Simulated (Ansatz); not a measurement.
Start from `C[Si](F)(F)C=O` and change one atom or group to get `C[Si](F)(F)N=C=O`.

Ansatz, PBE0-D4/def2-TZVP geometries, multiplicity 1. Each molecule was computed in one conformer, which needn't be the lowest.

```tsv
property	`C[Si](F)(F)C=O`
size of the dipole moment (ωB97M-V/def2-TZVPP) / D	0.96
LUMO energy (PBE0/def2-TZVPP) / eV	-1.98
size of the dipole moment (B3LYP/def2-TZVPP) / D	0.95
HOMO–LUMO gap (ωB97M-V/def2-TZVPP) / eV	10.07
HOMO–LUMO gap (B3LYP/def2-TZVPP) / eV	4.94
LUMO energy (PBE/def2-TZVPP) / eV	-3.13
```

What does the change do to each property? (Best estimate.)

Ansatz gave: 
```tsv
property	`C[Si](F)(F)N=C=O`	shift
size of the dipole moment (ωB97M-V/def2-TZVPP) / D	2.48	1.52
LUMO energy (PBE0/def2-TZVPP) / eV	0.37	2.35
size of the dipole moment (B3LYP/def2-TZVPP) / D	2.52	1.57
HOMO–LUMO gap (ωB97M-V/def2-TZVPP) / eV	13.81	3.74
HOMO–LUMO gap (B3LYP/def2-TZVPP) / eV	9.20	4.26
LUMO energy (PBE/def2-TZVPP) / eV	-0.66	2.47
```

With PBE0 the HOMO falls by 1.96 eV and the LUMO rises by 2.35 eV, so the gap widens by about 4.31 eV. PBE moves the HOMO by -2.04 eV and ωB97M-V by -1.90 eV. Dipoles are sizes alone; their direction can turn.

B3LYP here is the variant with VWN-RPA as its local correlation; programs differ in this.
